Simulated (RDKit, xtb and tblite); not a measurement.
Conformational energy of CH10OSSi3, SMILES CS[SiH2][SiH2]O[SiH3]. Scanned: dihedral C1–S2–Si3–Si4 and dihedral S2–Si3–Si4–O5; all other coordinates were relaxed at GFN2-xTB. GFN2-xTB can order the conformers of Si and Ge chains otherwise than DFT does. Points at φ and −φ are mirror images. Heavy atoms are numbered in the order of the SMILES CS[SiH2][SiH2]O[SiH3], hydrogens after them in the order of the atoms that carry them; the mirror image has the same energies with the sign of each dihedral reversed.

- GFN2-xTB (xtb and tblite)
- MMFF94 // GFN2-xTB (RDKit)
- UFF // GFN2-xTB (RDKit)

Energies in kJ/mol at chosen points (x: dihedral C1–S2–Si3–Si4 (°); y: dihedral S2–Si3–Si4–O5 (°)), relative to x = -120, y = 60:

```csv
method,"(120, -60)","(-30, 30)","(-90, 60)","(-60, 150)","(-90, 0)","(-30, -30)","(60, -90)"
GFN2-xTB,0.0,-1.9,-4.1,-11.2,-2.5,-5.7,-8.2
MMFF94,0.0,18.2,17.5,19.3,13.3,13.8,24.6
UFF,0.0,27.9,35.2,22.6,25.3,11.6,38.5
```

MMFF94 has few fitted parameters for silicon.
